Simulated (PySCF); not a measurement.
A structure optimised at PBE-D3(BJ)/def2-SVP, used in a PySCF frequency run:

```xyz
9

F      0.1637     2.8608     0.0000
C     -0.2836     1.6053     0.0000
C      0.5443     0.5513     0.0000
C      0.0323    -0.8527     0.0000
F      0.4679    -1.5341    -1.0883
F      0.4679    -1.5341     1.0883
F     -1.3229    -0.9079     0.0000
H     -1.3838     1.5329     0.0000
H      1.6363     0.6814     0.0000
```

### Question
Write its SMILES, formula and point group.

### Answer
F/C=C/C(F)(F)F, C3H2F4, Cs

### Question
What are its rotational constants (standard atomic weights)?

### Answer
5.2515, 1.4371, 1.4121 GHz
